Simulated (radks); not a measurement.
Problem. Neutral scandium, configuration [Ar] 3d1 4s2 (the NIST ground configuration). Calculated with a radial shooting solver on a logarithmic mesh with Libxc functionals: non-relativistic Kohn-Sham, r2SCAN, spin-polarised, spherical densities, point nucleus; open shells are filled with parallel spins first; meta-GGA in the generalised Kohn-Sham scheme; hard spherical wall at 4 bohr. Some entries of the table are withheld. Estimate them.

orbital  occ.  eigenvalue (eV)  <r> (bohr)  <1/r> (bohr^-1)
1s down     1        -4380.617     0.07361            20.53
1s up       1        -4380.604     0.07361            20.53
2s up       1        -467.9295      0.3452            4.266
2s down     1        -467.6326      0.3450            4.268
2p up       3        -383.6700      0.3084            4.183
2p down     3        -383.4426      0.3082            4.185
3s up       1         -49.2638       1.092            1.279
3s down     1         -48.1547       1.092            1.279
3p up       3         -27.6761       1.190            1.148
3p down     3         -26.5588       1.191            1.148
3d up       1           3.8390       1.554           0.8241
3d down     0           4.8798       1.568           0.8183
4s up       1           7.1862       2.389           0.5568
4s down     1           7.7532       2.401           0.5519
4p up       0          14.3627       2.411           0.5716
4p down     0          14.8649       2.420           0.5680
4d up       0          28.5477       2.202              (1)
4d down     0          29.0634       2.198              (2)
5s up       0              (3)         (4)           0.6906
5s down     0              (5)         (6)           0.6901

Solution. 
(1) 4d up <1/r> (bohr^-1): 0.6743
(2) 4d down <1/r> (bohr^-1): 0.6776
(3) 5s up eigenvalue (eV): 55.1981
(4) 5s up <r> (bohr): 2.302
(5) 5s down eigenvalue (eV): 55.9959
(6) 5s down <r> (bohr): 2.304
